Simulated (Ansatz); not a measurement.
A made-up structure of CH5GeN, closed shell:

```
8
angstrom
C 0.1878 0.0517 -0.9439
N -0.4930 1.1093 -0.9298
Ge 0.4273 -0.9005 0.6392
H -0.9409 1.5068 -0.1041
H -0.6273 1.6343 -1.7940
H -0.3004 -0.1895 1.8035
H 1.9363 -0.9759 0.9070
H -0.1434 -2.3079 0.4204
```

It is relaxed with PBE-D4/def2-SVP and then PBE0-D4/def2-TZVP (Ansatz 0.2.0). Atoms count as bonded within 1.22 times the sum of their covalent radii (H–H: 0.88 Å). The end point is not checked to be a true minimum.

Task: Does its bonding change? (Judge from chemistry; the calculation decides.)

Result: Computed: No: no bond forms or breaks.

Where it ends: The first stage lowers the energy by 0.24 eV in 7 steps. It ends as CH₅GeN ([NH2][C][GeH3]):
| atom | x (Å) | y (Å) | z (Å) |
| --- | --- | --- | --- |
| C1 | 0.2223 | 0.0478 | -1.0781 |
| N2 | -0.4955 | 1.1209 | -0.9516 |
| Ge3 | 0.4334 | -0.9065 | 0.6300 |
| H4 | -0.9235 | 1.4722 | -0.0894 |
| H5 | -0.6794 | 1.7049 | -1.7620 |
| H6 | -0.3030 | -0.1824 | 1.7982 |
| H7 | 1.9292 | -1.0030 | 0.9671 |
| H8 | -0.1370 | -2.3255 | 0.4841 |

Labels in which every atom is bracketed show which atoms are joined, not bond orders.

For scale, one of the runs: PBE0-D4/def2-TZVP relaxation, 140 basis functions, launched by `ansatz run in.yaml --threads 2 --pin off --events-out ev --progress --plain --max-ram 4352MiB`. The run took about 18 s on 2 CPU threads of an Arm Neoverse V2 (shared host).
